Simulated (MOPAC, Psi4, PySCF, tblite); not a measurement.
Intermolecular potential of C3H6 ··· H3O+ (SMILES C1CC1 and [OH3+]) (charge +1), singlet. Monomers: optimised at B3LYP-D3(BJ) (def2-TZVP), held rigid. Orientation: lowest of the rigid-body minima from ten starts at GFN2-xTB. Only R, the distance of the centres of mass, is varied, so the lowest point isn't the relaxed dimer.

Geometry at R = 3.14 Å (first 9 atoms: monomer A):
```
13

C     -0.5702    -0.6542    -0.0160
C      0.8390    -0.1515    -0.1631
C     -0.2687     0.8057     0.1791
H     -0.8109    -1.2450     0.8574
H     -1.1012    -0.9486    -0.9111
H      1.2615    -0.1058    -1.1577
H      1.5517    -0.4021     0.6109
H     -0.5957     1.4989    -0.5840
H     -0.3054     1.2027     1.1845
O     -3.0170     0.5198     0.7288
H     -3.2903     1.4598     0.6629
H     -2.0840     0.3660     0.4670
H     -3.6480    -0.1003     0.3047
```

- RKS-B3LYP/LANL2DZ = restricted B3LYP/LANL2DZ, no counterpoise correction in PySCF
- PBE/def2-TZVP, counterpoise-corrected (Psi4)
- PM3, restricted, heats of formation (MOPAC)
- RMP2/3-21G = restricted MP2 (frozen core)/3-21G, no counterpoise correction in PySCF
- GFN2-xTB (tblite)

Interaction energies in kJ/mol (negative: bound); R is the distance of the centres of mass, d the C1···H12 distance.

| R / Å | d / Å | RKS-B3LYP/LANL2DZ | PBE/def2-TZVP | PM3 | RMP2/3-21G | GFN2-xTB |
|---|---|---|---|---|---|---|
| 2.56 | 1.38 | 66.04 | 42.10 | 131.18 | 91.20 | 61.18 |
| 2.76 | 1.55 | -32.06 | -44.71 | 5.15 | -12.10 | -20.15 |
| 2.96 | 1.72 | -71.15 | -77.84 | -40.90 | -57.61 | -50.32 |
| 3.14 | 1.89 | -80.20 | -84.22 | -44.70 | -71.15 | -56.49 |
| 3.33 | 2.06 | -77.06 | -79.65 | -40.85 | -70.75 | -52.73 |
| 3.50 | 2.22 | -69.54 | -71.43 | -38.18 | -64.39 | -45.76 |
| 3.87 | 2.57 | -50.23 | -51.40 | -26.67 | -46.09 | -30.09 |
| 4.17 | 2.86 | -36.75 | -37.88 | -16.66 | -33.26 | -21.14 |
| 4.68 | 3.36 | -21.07 | -22.40 | -7.81 | -18.47 | -12.67 |
| 5.36 | 4.02 | -10.79 | -11.76 | -3.73 | -9.07 | -7.41 |
| 6.34 | 4.99 | -5.21 | -5.48 | -1.82 | -4.39 | -3.91 |
| 7.62 | 6.26 | -2.54 | -2.59 | -0.89 | -2.16 | -1.97 |

Lowest grid point: RKS-B3LYP/LANL2DZ -80.20 kJ/mol at R = 3.14 Å; PBE/def2-TZVP -84.22 kJ/mol at R = 3.14 Å; PM3 -44.70 kJ/mol at R = 3.14 Å; RMP2/3-21G -71.15 kJ/mol at R = 3.14 Å; GFN2-xTB -56.49 kJ/mol at R = 3.14 Å.
